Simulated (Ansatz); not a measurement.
Calculated with Ansatz (gas phase, PBE0-D4/def2-TZVP geometries, no zero-point term in ΔE). CCSD(T)/CBS is the MP2 limit (def2-TZVPP, def2-QZVPP) plus CCSD(T) − MP2 in def2-TZVPP, frozen cores. DFT in def2-TZVPP. B3LYP here is the variant with VWN-RPA as its local correlation; programs differ in this. Each species was taken in one conformer, which may not be the lowest.

Consider the isomerisation: `[CH3][AlH][O][SiH2]C` → `CO[SiH2][AlH][CH3]`.

```json
{"level": "B3LYP-D4", "ΔE (kJ/mol)": "274.6"}
{"level": "ωB97M-V", "ΔE (kJ/mol)": "283.5"}
{"level": "B3LYP", "ΔE (kJ/mol)": "275.1"}
{"level": "HF/CBS(def2)", "ΔE (kJ/mol)": "290.6"}
```

Q: What does CCSD(T)/CBS give? (An estimate is asked.)

A: Computed: +281.5 kJ/mol. The listed levels differ from it by -6.9, 2.0, -6.4, 9.1 kJ/mol.

Largest T1 diagnostic among the species: 0.011.

From PBE to PBE0 (25 % exact exchange), in def2-TZVPP and without D4, ΔE moves by +9.9 kJ/mol.
